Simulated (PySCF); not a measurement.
# Fluorine: a sound run and one with changed settings

Sound run: F²⁺ [He] 2s2 2p3, F³⁺ [He] 2s2 2p2. Calculation: PySCF 2.14, in x2c-TZVPall (5s3p2d1f, 31 functions); the spin-free X2C one-electron Hamiltonian (Gaussian nucleus). In the sound run the correlated levels freeze 1s2. The sound run starts from symmetry-adapted Hartree-Fock orbitals and uses a fine grid where one is needed.

A second run was set up differently.

```csv
species,method,sound run (hartree),changed run (hartree),converged
F²⁺,MP2,-97.79395,-97.71984,yes
F²⁺,CCSD(T),-97.80936,-97.72327,yes
F³⁺,MP2,-95.48549,-95.41654,yes
F³⁺,CCSD(T),-95.50894,-95.41777,yes
```

Ionisation energy of F²⁺:

| method | sound run (eV) | changed run (eV) |
| --- | --- | --- |
| UHF | 62.248 | 62.248 |
| MP2 | 62.816 | 62.676 |
| SCS-MP2 | 62.563 | 62.391 |
| CCSD | 62.597 | 62.734 |
| CCSD(T) | 62.598 | 62.736 |

Task: What was changed?
A. basis contracted for another Hamiltonian
B. level shift left on
C. too few SCF iterations
D. a valence shell is frozen

Result: D. Freezing a valence shell removes pair correlation that changes on ionisation.
